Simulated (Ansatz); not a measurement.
System: sum formula VOBr₂, net charge 0, doublet state. The spin state was set by rule; other spins were not relaxed. 
Coordinates optimised at B3LYP-D3(BJ)/def2-TZVP (Ansatz, a quantum-chemistry and plane-wave program):
```xyz
4

V     -0.4419    -0.4331    -0.0828
O     -1.5470    -1.5163    -0.2899
Br    -0.7640     1.6414    -1.0793
Br     1.4079    -1.0102     1.1999
```
Charge 0, spin multiplicity 2.

Wanted: atomisation energy (electronic, to ground-state atoms), in kJ/mol. Correlated levels leave the core frozen unless marked. UHF or UKS for open shells. Spin-orbit coupling is left out. Frozen are the shells of the preceding noble gas and the d and f shells that filled before the atom's block. No relativistic terms. CBS marks a two-point X^-3 extrapolation of the correlation energy; Hartree-Fock from the larger set. The program attaches cautions to a run behind MP2/STO-3G: large difference. The program attaches cautions to a run behind CCSD(T)/def2-SVP: large difference.

| level | program | atomisation energy (kJ/mol) |
|---|---|---|
| PBE/def2-TZVPD | Ansatz | 1516.6 |
| revPBE-D4/def2-TZVPD | Ansatz + dftd4 | 1467.7 |
| r2SCAN/def2-TZVPD | Ansatz | 1451.0 |
| r2SCAN-D3(BJ)/def2-TZVPD | Ansatz + dftd3 | 1454.3 |
| PBE0/6-31G* | Ansatz | 1362.8 |
| r2SCAN0-D4/def2-TZVPD | Ansatz + dftd4 | 1283.8 |
| HSE06/def2-TZVPD | Ansatz | 1338.6 |
| CAM-B3LYP-D4/def2-TZVPD | Ansatz + dftd4 | 1310.1 |
| CAM-B3LYP/def2-TZVPD | Ansatz | 1298.1 |
| B2PLYP/def2-TZVPD | Ansatz | 1368.1 |
| MP2/STO-3G | Ansatz | 1526.3 |
| RI-MP2/def2-QZVPPD | Ansatz | 1157.5 |
| RI-MP2/CBS(def2-TZVPP,def2-QZVPP) | Ansatz | 1176.6 |
| CCSD(T)/def2-SVP | Ansatz | 1187.2 |

The UHF reference is spin-contaminated (<S^2> 0.74 over the pure value in the largest basis). The Hartree-Fock reference is unstable (checked in the largest basis), which strains HF and MP2. The T1 diagnostic of CCSD in the largest basis is 0.094, which is high, so the coupled-cluster rows are less sure than usual.
